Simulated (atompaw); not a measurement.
## An all-electron radial function and its pseudo partner (Mg)

Columns: radius, all-electron u(r) and pseudo u(r) of the 2p shell (level -66.84 eV) of magnesium in the configuration [He] 2s2 2p6 3s0 3p0; LDA (PW92), scalar-relativistic, PAW (atompaw) scheme, atompaw 4.2.0.5.

```
r (bohr)  all-electron  pseudo
   0.098        0.2936  0.0861
   0.196        0.7037  0.3139
   0.294        0.9854  0.6052
   0.392        1.1232  0.8679
   0.490        1.1535  1.0338
   0.588        1.1157  1.0818
   0.687        1.0386  1.0357
   0.785        0.9437  0.9440
   0.883        0.8427  0.8427
   0.981        0.7430  0.7430
   1.079        0.6486  0.6486
   1.177        0.5619  0.5619
   1.275        0.4836  0.4836
   1.373        0.4140  0.4140
   1.471        0.3528  0.3528
   1.569        0.2995  0.2995
   1.667        0.2533  0.2533
   1.765        0.2137  0.2137
   1.863        0.1797  0.1797
   1.962        0.1505  0.1505
   2.060        0.1260  0.1260
   2.158        0.1053  0.1053
   2.256        0.0878  0.0878
   2.354        0.0731  0.0731
   2.452        0.0608  0.0608
   2.550        0.0505  0.0505
```

**Question.** How many radial nodes do the two functions have?

**Answer.** The all-electron 2p function has n − l − 1 = 0; the pseudo-wave has 0.

**Question.** At about which radius was the pseudo-wave matched?

**Answer.** 0.85 bohr, where the columns begin to agree (steps of 0.10 bohr).

**Question.** Is the pseudo-wave norm-conserving?

**Answer.** No, it belongs to a PAW set: the norm inside the radius is not constrained, and the difference is carried by the augmentation charge.
